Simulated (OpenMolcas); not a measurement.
Tc5+ (d2) among equal point charges was computed by CASSCF with the d shell active (OpenMolcas, ANO-RCC-VDZP on the metal). Its lowest spin-free states, and all those of the highest spin:

| 2S+1 | Degeneracy | E (cm-1) |
| --- | --- | --- |
| 3 | 3 | 0.0 |
| 3 | 3 | 6347 |
| 1 | 3 | 13665 |
| 3 | 1 | 13721 |
| 1 | 2 | 14275 |
| 3 | 3 | 19452 |
| 1 | 3 | 22893 |
| 1 | 1 | 24772 |
| 1 | 3 | 25328 |
| 1 | 2 | 29845 |
| 1 | 1 | 54415 |

Q: Is the site octahedral, tetrahedral or cube-like, axial, or of lower symmetry?

A: The states with 2S+1 = 3 have orbital degeneracies 3, 3, 1, 3. Threefold states need a cubic site. For d2 at this spin an octahedron puts the threefold T1 below the threefold T2 and a tetrahedron or cube puts the single A2 below the threefold T2, so the site is octahedral. The run had Tc5+ among 6 point charges of -1.7 e arranged as an octahedron (Oh), 1.96 Å from the ion.

An orbital triplet at a regular site is open to Jahn-Teller coupling, which can distort the site and quench the lowest spin-orbit gaps and is left out. Without dynamic correlation the repulsion within the d shell is too large (B by tens of per cent), so at a given field states of lower spin stand too high. This field is weak: 10Dq is about 7468 cm-1, while octahedral complexes of 4d ions of charge 3 and more, computed by the same method with explicit ligands, had a median near 25000 cm-1. Ground spin and moment need not be those of a real site. Point charges carry no covalency, so the field is a model and not that of real ligands. No measured value stands beside these numbers.
